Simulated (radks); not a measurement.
These are the eigenvalues of the occupied orbitals of an atom or ion with whole-number occupations (Ry). Method: scalar-relativistic Kohn-Sham, LDA (Slater exchange, Perdew-Wang correlation), spin-polarised, spherical densities, finite nucleus; Fermi nuclear charge, rms radius of each element as measured or else 0.836 A^(1/3) + 0.57 fm; computed with a radial shooting solver on a logarithmic mesh with Libxc functionals.

orbital  eigenvalue
1s         -1.14055

Which element is it, and in what charge state? The configuration may be excited. Open shells, if any, are filled with parallel spins first.

Answer. Z = 2, helium, charge 0: He in [He]. The 1s level, -0.57027 hartree, gives Z - s = 1.1 by -(Z - s)^2/2, which with screening and relativity narrows Z to a few neighbours, and with so few levels the electron count can be read from the list.
